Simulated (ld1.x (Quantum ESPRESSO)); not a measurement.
**Before and after: TM potential for Tl**

Tl, norm-conserving Troullier–Martins (Kleinman–Bylander form), made with ld1.x (Quantum ESPRESSO) 7.5 (PBE, scalar-relativistic). Core [Xe] 4f14 5d10, reference 6s2 6p0.75 (charge +0.25). Waves: 6s (bound): rc 1.85 bohr; 6p (bound): rc 2.90 bohr. Local part: the p channel. Core correction: none.

Change: wave 6p (bound): rc 2.90 bohr becomes 6p (bound): rc 3.76 bohr.

Cutoffs: the cutoffs (Ry, on a coarse ladder) from which the occupation-weighted sum of valence levels, in a spherical-Bessel basis at the reference potential, stays within 10 and 1 mRy of its value at 400 Ry; they do not see the model core or the augmentation charge, which bear on the density cutoff. Errors are all-electron minus pseudo energies relative to the spin-unpolarised reference configuration.

**Question.** What does the change do?

**Answer.** The potential gets neither clearly harder nor softer (21 Ry and 45 Ry → 21 Ry and 45 Ry); of the 7 tests that both files solve, the error grows in 2 and shrinks in 0 by more than 15 % and 0.3 meV (median size 9.5 → 19.1 meV); neither file shows a bound ghost.

| quantity | base | changed |
| --- | --- | --- |
| cutoff, loose | 21 Ry | 21 Ry |
| cutoff, tight | 45 Ry | 45 Ry |
| bound ghosts | none | none |
| error for 6s2 6p1, meV [ΔE -0.76 eV] | +2.7 | +2.8 |
| error for 6s2 6p0, meV [ΔE 4.41 eV] | +34 | +33 |
| error for 6s1 6p0, meV [ΔE 25.19 eV] | +106 | +119 |
| error for 6s2 6p0.5, meV [ΔE 1.10 eV] | +2.6 | +2.7 |
| error for 6s2 6p1.3, meV [ΔE -1.25 eV] | +9.5 | +10 |
| error for 6s1 6p1, meV [ΔE 12.69 eV] | -0.2 | +19 |
| error for 6s1 6p2, meV [ΔE 6.65 eV] | +58 | +70 |
